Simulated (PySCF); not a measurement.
Molfile (atoms numbered from 1):
```
C7H10F3O
     RDKit          3D

 21 20  0  0  0  0  0  0  0  0999 V2000
    2.5231   -0.2731    0.0013 C   0  0  0  0  0  0  0  0  0  0  0  0
    1.4480   -0.8899   -0.9427 C   0  0  1  0  0  0  0  0  0  0  0  0
    1.1269   -2.1199   -0.6085 O   0  0  0  0  0  0  0  0  0  0  0  0
    0.2300    0.1100   -1.0180 C   0  0  0  0  0  0  0  0  0  0  0  0
   -0.6980   -0.0320    0.1995 C   0  0  2  0  0  0  0  0  0  0  0  0
   -1.5536   -1.2935    0.0672 C   0  0  0  0  0  0  0  0  0  0  0  0
   -1.5280    1.1815    0.4098 C   0  0  0  0  0  0  0  0  0  0  0  0
   -2.3979    1.4927   -0.5684 F   0  0  0  0  0  0  0  0  0  0  0  0
   -1.5061    1.9992    1.4616 C   0  0  0  0  0  0  0  0  0  0  0  0
   -0.7242    1.8387    2.5150 F   0  0  0  0  0  0  0  0  0  0  0  0
   -2.2548    3.0849    1.5944 F   0  0  0  0  0  0  0  0  0  0  0  0
    2.8946    0.7208   -0.3196 H   0  0  0  0  0  0  0  0  0  0  0  0
    2.1296   -0.1869    1.0313 H   0  0  0  0  0  0  0  0  0  0  0  0
    3.3702   -0.9760    0.0437 H   0  0  0  0  0  0  0  0  0  0  0  0
    1.9184   -0.7608   -1.9868 H   0  0  0  0  0  0  0  0  0  0  0  0
   -0.3566   -0.1118   -1.9273 H   0  0  0  0  0  0  0  0  0  0  0  0
    0.5865    1.1538   -1.1114 H   0  0  0  0  0  0  0  0  0  0  0  0
   -0.0624   -0.1456    1.0938 H   0  0  0  0  0  0  0  0  0  0  0  0
   -0.8174   -2.0831   -0.1870 H   0  0  0  0  0  0  0  0  0  0  0  0
   -2.2879   -1.1773   -0.7475 H   0  0  0  0  0  0  0  0  0  0  0  0
   -2.0980   -1.5207    1.0001 H   0  0  0  0  0  0  0  0  0  0  0  0
  1  2  1  0
  2  3  1  0
  2  4  1  0
  4  5  1  0
  5  6  1  0
  5  7  1  0
  7  8  1  0
  7  9  2  3
  9 10  1  0
  9 11  1  0
  1 12  1  0
  1 13  1  0
  1 14  1  0
  2 15  1  6
  4 16  1  0
  4 17  1  0
  5 18  1  1
  6 19  1  0
  6 20  1  0
  6 21  1  0
M  CHG  1   3  -1
M  END
```

Geometry: PBE0-D3(BJ)/def2-SVP; GIAO shifts from PySCF 2.14.0 with density-fitted response routines, gas phase, non-relativistic, averaged over equivalent atoms.

At PBE0/pcSseg-1 (237 basis functions):
| atoms | δ (ppm) |
| --- | --- |
| C9 | 161.2 |
| C7 | 146.6 |
| C2 | 79.6 |
| C4 | 46.7 |
| C1 | 32.1 |
| C5 | 29.4 |
| C6 | 18.5 |
| O3 | 121.5 |
| F11 | -127.7 |
| F10 | -136.8 |
| F8 | -188.2 |
| H15 | 5.85 |
| H18 | 2.56 |
| H19/H20/H21 | 2.28 |
| H16 | 1.32 |
| H17 | 0.89 |
| H12/H13/H14 | 0.71 |

Referencing at the same level of theory: 13C (184.41 ppm) and 1H (31.27 ppm) vs TMS; 17O (334.56 ppm) against H2O; 19F (177.25 ppm) vs CFCl3.

Question: What do these become at HF/pcSseg-2?

Answer: 
```json
{"atoms": "C9", "δ at HF/pcSseg-2": "156.6", "change": "-4.6"}
{"atoms": "C7", "δ at HF/pcSseg-2": "146.9", "change": "+0.3"}
{"atoms": "C2", "δ at HF/pcSseg-2": "72.1", "change": "-7.5"}
{"atoms": "C4", "δ at HF/pcSseg-2": "45.2", "change": "-1.5"}
{"atoms": "C1", "δ at HF/pcSseg-2": "33.7", "change": "+1.6"}
{"atoms": "C5", "δ at HF/pcSseg-2": "25.6", "change": "-3.8"}
{"atoms": "C6", "δ at HF/pcSseg-2": "19.1", "change": "+0.6"}
{"atoms": "O3", "δ at HF/pcSseg-2": "71.3", "change": "-50.2"}
{"atoms": "F11", "δ at HF/pcSseg-2": "-101.1", "change": "+26.6"}
{"atoms": "F10", "δ at HF/pcSseg-2": "-116.0", "change": "+20.8"}
{"atoms": "F8", "δ at HF/pcSseg-2": "-160.8", "change": "+27.4"}
{"atoms": "H15", "δ at HF/pcSseg-2": "4.31", "change": "-1.54"}
{"atoms": "H18", "δ at HF/pcSseg-2": "2.49", "change": "-0.07"}
{"atoms": "H19/H20/H21", "δ at HF/pcSseg-2": "2.30", "change": "+0.02"}
{"atoms": "H16", "δ at HF/pcSseg-2": "1.30", "change": "-0.02"}
{"atoms": "H17", "δ at HF/pcSseg-2": "0.60", "change": "-0.29"}
{"atoms": "H12/H13/H14", "δ at HF/pcSseg-2": "0.65", "change": "-0.06"}
```

Chemical shifts δ = σref − σ; TMS for 13C (σref 191.47), 1H (σref 31.68); H2O for 17O (σref 326.33); CFCl3 for 19F (σref 245.28), all at this level.

The largest change is at O3 (oxygen bonded to C). Cost: 536 basis functions. The order of the carbon signals is the same at both levels.

Unscaled 19F shifts against computed CFCl3 carry errors that often reach 10 to 50 ppm. Experimental scales use liquid or dissolved standards, which lie at an offset from isolated H2O (liquid H2O: subtract about 36 ppm).
